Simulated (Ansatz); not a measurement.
A search over several starts for the lowest SCF solution of BCl₂F at the given spin, in a small basis.

```yaml
crystal:
  periodic: [false, false, false]
  atoms:
    - {symbol: B, position_ang: [-0.049049, -0.081674, 0.000479]}
    - {symbol: Cl, position_ang: [1.692513, -0.139530, 0.013300]}
    - {symbol: Cl, position_ang: [-0.917745, 1.428922, -0.017728]}
    - {symbol: F, position_ang: [-0.725719, -1.207718, 0.003948]}
basis:
  gaussian: {orbitals: def2-SVP, initial_orbitals: start.molden}
hamiltonian: {xc: pbe0, dispersion: d4}
output: {orbitals: {seedname: orbitals}}
```

The file start.molden holds the orbitals of an earlier run on this structure, at another level or in another basis.

```sh
$ ansatz run in.yaml --threads 4 --pin off --events-out ev --progress --plain --max-ram 3916MiB
```

Shortened log:

```
Functional definition: PBE0
  name "PBE0"
  cite "Adamo & Barone, J. Chem. Phys. 110, 6158 (1999) doi:10.1063/1.478522"
  cite "Perdew, Burke & Ernzerhof, Phys. Rev. Lett. 77, 3865 (1996) doi:10.1103/PhysRevLett.77.3865"
  parent pbe
  parameter a = 0.25
  parameter kappa = 0.804
  parameter beta = 0.06672455060314922
  exchange = (1 - a)*pbe_x(kappa = kappa, mu = beta*pi^2/3) + a*exact_x
  correlation = pbe_c(beta = beta)
589 factors; integrals over basis functions are off by at most 1.4e-3 eV
mean field evaluation 1: about -28420.0042 eV, gradient 6.9e0 eV
mean field evaluation 2: about -28420.0953 eV, gradient 6.8e-2 eV
mean field evaluation 4: about -28420.2245 eV, gradient 1.1e-3 eV
mean field evaluation 8: about -28419.2101 eV, gradient 2.4e1 eV
mean field evaluation 16: about -28420.2245 eV, gradient 1.4e-2 eV
mean field -28420.22454784 eV, -1044.4239882132 hartree, gradient 3.4e-5 eV, S^2 0.000000; 1 other end points of the search recorded, 0 dependent functions left out
reference -28420.22456538 eV, -1044.4239888575 hartree; 24, 24 occupied and 40, 40 virtual orbitals, 589 factors
Total energy: -28420.30491239 eV, -1044.4269415558 hartree
```

Hardware: 4 threads of Intel Xeon 6975P-C on a shared host. Wall time 0.4 s.
